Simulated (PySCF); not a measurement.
C₆H₃F₃.
Structure used (PBE0-D3(BJ)/def2-TZVP), in Å, numbered top down from 1:
```
atom  x, y, z in Å
F1    -0.5061   -0.4029    2.6313
C2    -0.2631   -0.1946    1.3338
C3    -0.8854    0.8567    0.6917
C4    -0.6249    1.0620   -0.6555
C5     0.2408    0.2241   -1.3266
F6     0.4983    0.4118   -2.6201
C7     0.8532   -0.8257   -0.6581
F8     1.6840   -1.6234   -1.3216
C9     0.6083   -1.0474    0.6819
H10   -1.5601    1.5008    1.2398
H11   -1.0904    1.8748   -1.1986
H12    1.0872   -1.8672    1.2006
```

Computed with PySCF at wB97X-D/pcSseg-2, non-relativistic, on one gas-phase PBE0-D3(BJ)/def2-TZVP geometry that isn't relaxed in the solvent. The solvent is an IEF-PCM continuum (van der Waals radii × 1.2). Specific hydrogen bonds and non-electrostatic terms are outside this model.

Gas phase at wB97X-D/pcSseg-2: HOMO -9.11 eV, LUMO 0.80 eV, dipole 1.42 D.

**Question.** What does the continuum do to the energy, the frontier levels and the dipole at wB97X-D/pcSseg-2 in chloroform?

**Answer.** 
```
   solvent      ε  E(solvent) − E(gas) (kJ/mol)  polarisation term (kJ/mol)  distortion of the solute (kJ/mol)  HOMO (eV)  LUMO (eV)  dipole (D)
chloroform  4.711                        -10.26                      -11.24                               0.98      -9.00       0.98        1.73
```

Polarisation term: ½ Σ q·V over the induced surface charges. Distortion: the rise of the solute's own energy as its density leaves the gas-phase optimum.

**Question.** Which radius a makes the point-dipole formula ΔE = −[(ε − 1)/(2ε + 1)]·μ²/a³ give the value in chloroform, with the gas-phase dipole?

**Answer.** μ = 0.560 au and |ΔE| = 0.00391 Eh give a = 1.62 Å; the farthest nucleus lies 2.71 Å from the centroid of the nuclei, so such a sphere wouldn't even hold the nuclei. The formula assumes a rigid point dipole at the centre of a sphere.

**Question.** Give the dipole vector in the frame of the coordinates (D, pointing from negative to positive charge), gas and chloroform.

**Answer.** Gas (-0.90, 0.88, 0.67), solvent (-1.09, 1.06, 0.82). Its length changes by +22 % and its direction by less than 1°.

Note: wB97X-D ran without an empirical dispersion term, which enters the total energy and its gradient alone.
